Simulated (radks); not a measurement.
The numbers below are computed, except where a source is named.
Q: The fluorine anion F-, [Ne], held by a Watson sphere: a shell of charge +1 at radius R that stands for the Madelung well of a crystal (potential energy -1/R inside, -1/r outside, in hartree with lengths in bohr). Code: a radial shooting solver on a logarithmic mesh with Libxc functionals. Model: non-relativistic Kohn-Sham, PBEsol, spin-polarised, spherical densities, point nucleus. Response by self-consistent Sternheimer equations with the Hartree and adiabatic LDA kernel. The sphere does not respond.

| R (bohr) | e(1s) (eV) | e(2s) (eV) | e(2p) (eV) | <r> 2p (bohr) | sum of <r^2> (bohr^2) | X-ray form factor at sin(theta)/lambda = 0.3 1/angstrom | alpha (bohr^3) |
|---|---|---|---|---|---|---|---|
| 2.16 | -655.56 | -26.760 | -8.588 | 1.232 | 15.29 | 5.080 | 8.524 |
| 2.37 | -655.18 | -26.154 | -8.023 | 1.246 | 15.68 | 5.065 | 9.480 |
| 2.53 | -654.89 | -25.733 | -7.623 | 1.255 | 15.95 | 5.058 | 10.23 |
| 2.59 | -654.78 | -25.584 | -7.479 | 1.258 | 16.05 | 5.055 | 10.51 |
| 3.68 | -653.02 | -23.476 | -5.402 | 1.296 | 17.36 | 5.041 | 15.78 |

Estimate the row for R = 2.26 bohr.

A: e(1s) (eV) -655.38; e(2s) (eV) -26.464; e(2p) (eV) -8.314; <r> 2p (bohr) 1.239; sum of <r^2> (bohr^2) 15.48; X-ray form factor at sin(theta)/lambda = 0.3 1/angstrom 5.072; alpha (bohr^3) 8.975.
